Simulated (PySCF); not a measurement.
# `C#Cc1ccco1`, C6H4O

Geometry:
```csv
atom,x (Å),y (Å),z (Å)
C1,1.000,-2.838,-0.232
C2,0.634,-1.695,-0.178
C3,0.203,-0.360,-0.115
C4,-1.065,0.153,0.014
C5,-0.917,1.557,0.023
C6,0.419,1.794,-0.100
O7,1.105,0.647,-0.185
H8,1.311,-3.838,-0.276
H9,-1.973,-0.408,0.092
H10,-1.696,2.286,0.109
H11,0.984,2.705,-0.138
```

Computed, not measured: PySCF 2.14.0, quadratic response wB97X-D/aug-cc-pVDZ first hyperpolarisability, Taylor convention, gas phase. Geometry: GFN2-xTB.

(1) Give the tensor of the second harmonic β(−2ω;ω,ω) at 1064 nm in the axes of these coordinates.

## Answers

(1) In au, Taylor convention; rows are the first index (the induced dipole):
```csv
,xx,yy,zz,xy,xz,yz
x,+41.9,-151.2,+16.6,+18.8,-0.5,-7.0
y,+11.9,+325.6,-24.7,-155.5,-6.4,+21.4
z,-0.6,+21.0,-5.8,-7.1,+16.1,-24.7
```
Norm of βᵢ = ⅓ Σⱼ (βᵢⱼⱼ + βⱼᵢⱼ + βⱼⱼᵢ): 331.9 au, hyper-Rayleigh value 160.7 au.
